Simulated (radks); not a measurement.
Q: Radial electron density D(r) = 4 pi r^2 rho(r) of an atom or ion with 16 electrons. Method: Dirac Kohn-Sham, exchange-only LDA, spin-unpolarised, spherical densities, point nucleus; computed with a radial shooting solver on a logarithmic mesh with Libxc functionals.

r (bohr),D(r) (e/bohr)
0.005899,1.411
0.006704,1.766
0.007559,2.173
0.008591,2.699
0.009764,3.335
0.01101,4.046
0.01251,4.941
0.01422,5.990
0.01603,7.121
0.01822,8.486
0.02071,10.01
0.02335,11.55
0.02654,13.29
0.03017,15.06
0.03401,16.68
0.03866,18.25
0.04394,19.55
0.04954,20.43
0.0563,20.88
0.06399,20.77
0.07215,20.17
0.082,19.07
0.0932,17.68
0.1051,16.34
0.1194,15.18
0.1357,14.59
0.153,14.72
0.1739,15.64
0.1977,17.18
0.2229,18.83
0.2533,20.30
0.2879,20.97
0.3246,20.50
0.369,18.73
0.4194,15.87
0.4728,12.66
0.5374,9.304
0.6108,6.610
0.6887,5.019
0.7827,4.338
0.8896,4.417
1.003,4.768
1.14,5.010
1.296,4.843
1.461,4.273
1.66,3.359
1.887,2.354
2.128,1.511
2.418,0.8313
2.748,0.3979
3.099,0.1736
3.522,0.06091
4.003,0.01773
4.513,0.004612
5.129,0.0008747
5.83,0.0001274

What is the nuclear charge?

A: Z = 18. The innermost maximum, from 1s, lies near gamma/Z bohr with gamma = sqrt(1 - (Z/c)^2) = 0.991, here 0.0551 bohr (found: 0.0586), and its height grows with Z. The density is that of the argon ion Ar2+ in [Ne] 3s1.75 3p4.25; the configuration itself is not fixed sharply by these data, and Z only to about a unit. D(r) has 3 maxima, at r = 0.0586, 0.290, 1.16 bohr, and minima at 0.141, 0.815 bohr, inside which lie 2.18, 10.39 electrons.
